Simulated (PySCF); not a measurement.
## Calculated data, CH5BGeO

All values are calculated (PySCF 2.14.0). Calculation on a computer-drawn molecule: optimised geometry and harmonic frequencies of an isolated molecule of the commonest isotopes, restricted reference for singlets and unrestricted otherwise, frozen core in MP2; on germanium a core potential holds 10 electrons, which the energies leave out, and 3d is frozen in MP2 and coupled-cluster steps.

## CH5BGeO

Start structure:
```xyz
9
CH5BGeO
C     -0.7263    -0.7560    -0.7507
B     -1.8130     0.2485    -0.2372
O     -1.9700     1.4437    -0.7997
Ge    -1.9179     3.0316    -1.4861
H     -1.2277    -1.6694    -1.1437
H     -0.0716    -0.3227    -1.5647
H     -0.0330    -1.0668     0.1013
H     -2.5694    -0.1089     0.5709
H     -2.9865     2.6245    -2.7491
```

It was run with charge 0, multiplicity 1, method HF, basis cc-pVDZ and basis and core potential on germanium cc-pVDZ-PP ECP10MDF.

Drawn bonds:
| atom | other atom | order |
| --- | --- | --- |
| 1 | 2 | 1 |
| 2 | 3 | 1 |
| 3 | 4 | 1 |
| 1 | 5 | 1 |
| 1 | 6 | 1 |
| 1 | 7 | 1 |
| 2 | 8 | 1 |
| 4 | 9 | 1 |

Questions
1. Give the missing total energy for CH5BGeO.

## Answers
1. -433.7582 hartree

Further results for CH5BGeO:

* rotational constants: 38.57, 1.708, 1.652 GHz
* convergence status largest gradient component: 7.613e-06 hartree/bohr

Optimised structure:
```xyz
9
CH5BGeO
C     -0.6923    -0.9135    -0.7788
B     -1.6619     0.2872    -0.4509
O     -1.8475     1.3020    -1.3298
Ge    -2.9247     2.7429    -1.0939
H     -1.2417    -1.8616    -0.7384
H     -0.2153    -0.8246    -1.7569
H      0.0870    -0.9873    -0.0109
H     -2.2569     0.3093     0.6078
H     -2.5622     3.3701    -2.5073
```

Modes:
| frequency (cm⁻¹) | reduced mass (dalton) |
| --- | --- |
| 81.62 | 1.215 |
| 95.96 | 2.569 |
| 165.6 | 4.258 |
| 185.6 | 1.311 |
| 333.4 | 3.497 |
| 655.1 | 3.208 |
| 705.9 | 1.116 |
| 825.7 | 1.232 |
| 882.5 | 1.805 |
| 1074 | 1.801 |
| 1081 | 2.108 |
| 1209 | 1.522 |
| 1385 | 1.972 |
| 1460 | 1.807 |
| 1555 | 1.104 |
| 1561 | 1.051 |
| 1992 | 1.022 |
| 2596 | 1.088 |
| 3154 | 1.04 |
| 3208 | 1.096 |
| 3257 | 1.101 |
